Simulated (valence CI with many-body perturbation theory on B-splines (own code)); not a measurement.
In33+: magnetic and hyperfine properties of the levels

Calculated by valence CI with perturbative core correlation (CI+MBPT): six valence electrons over a frozen Dirac-Fock core [Ne], a basis of 9 s, 9 p, 8 d, 6 f, 3 g, 1 h functions for each j, with the one-electron correlation potential Σ1, the two-electron term Σ2, the three-electron term Σ3, Breit, model QED; selected CI, second order for the rest, scaled by the run's own slope (own B-spline code, finite nucleus).

The last digits are not significant, and no measured levels were compared; by estimate large intervals hold to a few tenths of a per cent, small ones and those within an open d or f shell to about a per cent. Among the levels kept, up to 1600 cm⁻¹ of a level comes from second order outside the variational space, and about a tenth of that is noise between levels of different J, which matters for small intervals.

A/g_I is the dipole constant over the nuclear g factor μ/I (μ in nuclear magnetons, uniformly magnetised nucleus), B/Q the quadrupole constant per barn. Both hold the static response of the core; the bare values leave it out. Large factors of s and p1/2 electrons are usually good to 5 to 10 %; those of open d and f shells near neutrality can be off by tens of per cent, and small factors of p3/2, d and f electrons come from cancelling terms and can be off by a factor of two or in sign, in half-filled shells by more. B is blank for J = 1/2, where it vanishes, and for nearly pure S terms. Energies count from the lowest level. Levels with J = 0 are left out.

Levels are named by their leading jj configuration (3d3/2^4 stands for four electrons in 3d with j = 3/2), which in mixed levels can hold well under half, so a name can repeat and another be missing. Letters in brackets count levels of one name in rising energy.

```csv
Level,E (cm⁻¹),g,A/g_I (MHz),A/g_I bare,B/Q (MHz/b),B/Q bare
(3s^2 3p1/2^2 3p3/2^2) J=2,0,1.366,47000,46900,21300,20800
(3s^2 3p1/2 3p3/2^3) J=1,379570,1.497,-12800,-11100,-44900,-43900
(3s^2 3p1/2 3p3/2^3) J=2,429840,1.125,111000,109000,-111000,-109000
(3s^2 3p1/2^2 3p3/2 3d3/2) J=2 [a],1080700,1.304,103000,102000,-20800,-20500
(3s^2 3p1/2^2 3p3/2 3d3/2) J=1,1099900,1.231,5020,6640,-21400,-21400
(3s^2 3p1/2^2 3p3/2 3d3/2) J=2 [b],1120200,1.184,104000,102000,-58100,-56500
(3s^2 3p1/2^2 3p3/2 3d3/2) J=3,1126100,1.207,30500,31200,56200,55600
(3s^2 3p1/2^2 3p3/2 3d5/2) J=4,1202500,1.312,20600,21300,66400,66200
(3s 3p1/2^2 3p3/2^3) J=1,1267900,1.352,-63000,-59100,-16000,-15800
(3s^2 3p1/2^2 3p3/2 3d5/2) J=2,1279400,1.346,68200,67700,-50400,-49400
(3s^2 3p1/2^2 3p3/2 3d5/2) J=3,1313100,1.104,23500,23900,40700,40900
(3s^2 3p1/2^2 3p3/2 3d5/2) J=1,1378300,0.844,-8280,-7240,7270,7500
(3s^2 3p1/2 3p3/2^2 3d3/2) J=2 [a],1443500,0.998,71200,70200,-66800,-65600
(3s^2 3p1/2 3p3/2^2 3d3/2) J=1 [a],1445100,0.963,130000,127000,-21400,-21200
(3s^2 3p1/2 3p3/2^2 3d3/2) J=3 [a],1474400,1.123,65400,64900,-29100,-28500
(3s^2 3p1/2 3p3/2^2 3d3/2) J=4,1523500,1.110,62400,61900,10900,11500
(3s^2 3p1/2 3p3/2^2 3d5/2) J=3 [a],1526900,1.310,-3990,-2550,25000,25000
(3s^2 3p1/2 3p3/2^2 3d5/2) J=1 [a],1539400,0.935,230000,224000,-6770,-6590
(3s^2 3p1/2 3p3/2^2 3d5/2) J=4 [a],1546500,1.234,12700,13600,62000,61800
(3s^2 3p1/2 3p3/2^2 3d3/2) J=2 [b],1578700,0.900,82000,81000,46600,46300
(3s^2 3p1/2 3p3/2^2 3d5/2) J=4 [b],1594600,1.162,55700,55200,-7950,-6980
(3s^2 3p1/2 3p3/2^2 3d5/2) J=5,1613500,1.195,53500,53100,19800,20700
(3s^2 3p1/2 3p3/2^2 3d3/2) J=1 [b],1664300,1.487,45800,46300,20800,20300
(3s^2 3p1/2 3p3/2^2 3d3/2) J=2 [c],1678400,1.281,66600,66100,17100,16400
(3s^2 3p1/2 3p3/2^2 3d3/2) J=3 [b],1679800,1.196,20300,21100,2780,3340
(3s^2 3p1/2 3p3/2^2 3d5/2) J=2 [a],1695700,1.234,-25300,-23300,66200,65600
(3s^2 3p1/2 3p3/2^2 3d5/2) J=3 [b],1729500,1.136,57400,57000,69600,69200
(3s^2 3p1/2 3p3/2^2 3d3/2) J=1 [c],1736300,1.222,22400,22700,-33500,-32800
(3s^2 3p1/2 3p3/2^2 3d5/2) J=2 [b],1744900,1.062,58100,57500,16000,15900
(3s^2 3p1/2 3p3/2^2 3d5/2) J=3 [c],1775000,1.045,61200,60400,-23200,-22200
(3s^2 3p1/2 3p3/2^2 3d3/2) J=1 [d],1791800,1.040,27100,27900,18400,18400
(3s^2 3p1/2 3p3/2^2 3d5/2) J=2 [c],1836000,1.175,13100,13800,-59100,-57800
(3s^2 3p1/2 3p3/2^2 3d5/2) J=1 [b],1844400,1.249,145000,142000,-19400,-19100
```

(1) Take the isotope of mass number 113, with I = 9/2, μ = 5.5208 μN and Q = 0.761 b. What is the hyperfine structure of (3s^2 3p1/2 3p3/2^3) J=2?

## Answers

(1) From the table A = 136000 MHz, B = -84800 MHz. Shifts from the centre of gravity in MHz: F = 5/2: -1530000, F = 7/2: -1020000, F = 9/2: -383000, F = 11/2: 365000, F = 13/2: 1200000.
